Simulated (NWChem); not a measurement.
Atomisation of disulfane (H2S2)

```xyz
4

S      0.9287     0.4892     0.0555
S     -0.9287    -0.4892     0.0555
H      1.5461    -0.2679    -0.8883
H     -1.5461     0.2679    -0.8883
```
Charge 0, spin multiplicity 1.

The numbers come from NWChem runs, not from measurements. The geometry was optimised at B3LYP/def2-SVP, a minimum by its harmonic frequencies. It is one conformer; others weren't searched.

Basis set: def2-TZVP. The atomisation energy is electronic alone: no zero-point, thermal, spin-orbit or counterpoise terms. No value is extrapolated to the basis-set limit. Free atoms are single determinants with multiplicities S 3, H 2. Correlated methods freeze the same cores in atoms and molecule, 10 orbitals in all.

| method | atomisation energy (kcal/mol) | relative cost |
|---|---|---|
| PBE | 245.6 | under 3 |
| HF | 153.3 | 1 |
| B3LYP | 237.3 | under 3 |
| CCSD(T) | 226.0 | 10 |
| MP2 | 226.6 | under 3 |
| TPSS | 244.1 | under 3 |
| LDA (SVWN5) | 284.3 | under 3 |
| PBE0 | 239.1 | under 3 |
| CAM-B3LYP | 236.5 | 10 |
| r2SCAN | 241.9 | under 3 |

The values span 131.0 kcal/mol, from HF (lowest) to LDA (SVWN5) (highest). The cost column gives rough processor time relative to HF; each entry includes its own SCF. Costs are the molecule's.

B3LYP has NWChem's definition, with VWN1-RPA local correlation. GW and range-separated runs recompute their integrals, the others keep them in memory, which bears on the times. The stability of the SCF solutions was not checked. Open-shell Hartree-Fock references start from PBE0 orbitals; any time given for them includes that run. No row is a measurement; the coupled-cluster row has its own basis-set and correlation limits.
